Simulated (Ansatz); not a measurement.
Consider the redistribution: `N[Si](F)(F)Cl` + `N[SiH2][O][SnH3]` → `N[SiH2]O[Si](N)(F)F` + `[Cl][SnH3]`.

Gas-phase electronic energies from Ansatz, PBE0-D4/def2-TZVP geometries. CCSD(T)/CBS is the MP2 limit (def2-TZVPP, def2-QZVPP) plus CCSD(T) − MP2 in def2-TZVPP, frozen cores. This one scheme is used for every species. Functionals use def2-TZVPP. Elements past krypton have def2 core potentials. For Sn outer-core shells are correlated without core-valence functions, which leaves a few kJ/mol of doubt a bond. One conformer a species, not always the lowest.

(1) Is it downhill or uphill in electronic energy at CCSD(T)/CBS, and by how much? (Best estimate.)

(2) What do these levels give: PBE0-D4, PBE, r2SCAN, MP2/def2-TZVPP, HF/def2-QZVPP, HF/CBS(def2)? (Best estimate.)

Largest T1 diagnostic among the species: 0.013.

Results:

(1) Ansatz gave: Downhill: ΔE = -0.95 eV.

(2) The calculation gave: PBE0-D4 -0.98, PBE -0.88, r2SCAN -0.95, MP2/def2-TZVPP -0.92, HF/def2-QZVPP -1.19, HF/CBS(def2) -1.19 eV.

In def2-TZVPP, CCSD(T) changes the Hartree–Fock value by +0.23 eV (the triples alone add +0.04 eV) and MP2 by +0.26 eV. From PBE to PBE0 (25 % exact exchange), in def2-TZVPP and without D4, ΔE moves by −0.09 eV.
